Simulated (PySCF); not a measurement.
# Reading the logs of faulty runs: B2H4NSi anion

All numbers below are calculated, not measured. They come from PySCF 2.14.0, an open-source quantum chemistry program, on an isolated molecule that a program drew, which may never have been made. The molecule is B2H4NSi anion (charge -1, singlet), drawn as the SMILES string `B=N[SiH-]B`.

Each row is a Hartree-Fock (HF) and frozen-core CCSD(T) single point in the aug-cc-pV(D+d)Z basis, meant for a local HF minimum. Run 1 is clean. Each other run has one planted mistake out of seven kinds, and not every kind appears here: one electron removed, one electron added, multiplicity raised by two, geometry at a saddle point, minimal basis STO-3G, one bond length entered in bohr, all coordinates scaled. The reference is restricted for singlets and unrestricted otherwise, and also for a bond in bohr. Adding or removing an electron swaps singlet and doublet. Electrons count all cores. HOMO and LUMO are orbital energies over both spins, the gradient is its largest component, and the lowest frequency (negative if imaginary) is given only where the gradient is small. Bond lengths are over the 7 bonds as drawn. T1 is the CCSD diagnostic: over 0.02 (restricted) or 0.045 (unrestricted) a single reference is doubtful.

Geometry of the clean run:
```xyz
8
B2H4NSi anion, angstrom
B    -0.7009   -1.6916    2.7500
N    -0.4619   -0.5675    2.3020
Si   -0.1092    1.0208    1.6262
B     0.5620    1.3969   -0.0806
H    -0.9295   -2.7593    3.1802
H    -0.4540    2.0017    2.6902
H     0.7463    2.5562   -0.3815
H     0.8184    0.5359   -0.8924
```

```
run  electrons  basis functions  <S^2>  HOMO (eV)  LUMO (eV)  gradient (hartree/bohr)  lowest frequency (cm^-1)  mean bond (Å)  longest bond (Å)      T1  HF (hartree)  CCSD(T) (hartree)                          mistake
  1         36              137  0.000      -1.08       3.07                  2.2e-05                       112         1.4216             1.872  0.0195    -395.07886         -395.61022                         no fault
  2         36               28  0.000       3.43      14.67                  6.6e-02                         -         1.4216             1.872  0.0233    -390.22404         -390.50478             minimal basis STO-3G
  3         36              137  2.011       0.78       2.64                  6.1e-02                         -         1.4216             1.872  0.0348    -395.04161         -395.52457       multiplicity raised by two
  4         36              137  1.066      -1.53       3.06                  1.9e-02                         -         1.6107             2.811  0.0696    -394.97802         -395.50243  one bond length entered in bohr
  5         35              137  0.763      -7.93       0.44                  3.9e-02                         -         1.4216             1.872  0.0166    -395.07241         -395.55275             one electron removed
  6         36              137  0.000      -1.13       3.08                  4.1e-02                         -         1.4657             1.930  0.0206    -395.07134         -395.61029                                ?
```

**Which mistake was planted in run 6, and what did it cost?**

The mean and the longest bond both change by the same factor, 1.031, and the gradient is no longer small. So the mistake is: all coordinates scaled. Subtracting run 1 and multiplying by 627.51 kcal/mol a hartree, the energy moved by 4.7 kcal/mol in HF and 0.0 kcal/mol in CCSD(T).

Cautions from the logs. Run 2: T1 is over the limit, so its CCSD(T) energy is less reliable and the HOMO is above zero, so the electron isn't bound and the energy depends on the basis; run 3: the HOMO is above zero, so the electron isn't bound and the energy depends on the basis; run 4: T1 is over the limit, so its CCSD(T) energy is less reliable; run 6: T1 is over the limit, so its CCSD(T) energy is less reliable.
